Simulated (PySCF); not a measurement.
C3H9OSi, SMILES CCO[SiH]C (connectivity only; charge and spin as stated), charge +1, multiplicity 1.

Geometry optimised at r2SCAN-D4/def2-SVP. The spin state was assumed, not searched. The isomer is the one that the SMILES or the coordinates give; other isomers of the formula were not compared. One conformer was computed; it need not be the lowest.

Two levels are set side by side: TDDFT-PBE/def2-SVPD (PySCF) and TDDFT-LC-ωPBE/def2-SVPD (PySCF). Vertical, same geometry. The lowest singlet is HOMO−1→LUMO 100 % with PBE and HOMO−1→LUMO 86 % with the other functional; states are paired by order. Differences are taken from unrounded values.

| quantity | TDDFT-LC-ωPBE | TDDFT-PBE | TDDFT-PBE minus TDDFT-LC-ωPBE |
|---|---|---|---|
| lowest singlet excitation (eV) | 5.82 | 4.57 | -1.26 |
| lowest triplet excitation (TDA) (eV) | 5.42 | 4.16 | -1.25 |
| first bright state (f over 0.05) (eV) | 7.05 | 4.77 | -2.28 |
| its oscillator strength | 0.14 | 0.08 | -0.07 |

A lower first singlet is the usual sign of a functional without exact exchange. Differences between two approximate levels are no errors against the true value.

Rough cost on one machine, each run with all the roots and properties that it gave: TDDFT-LC-ωPBE against TDDFT-PBE about 6 times.
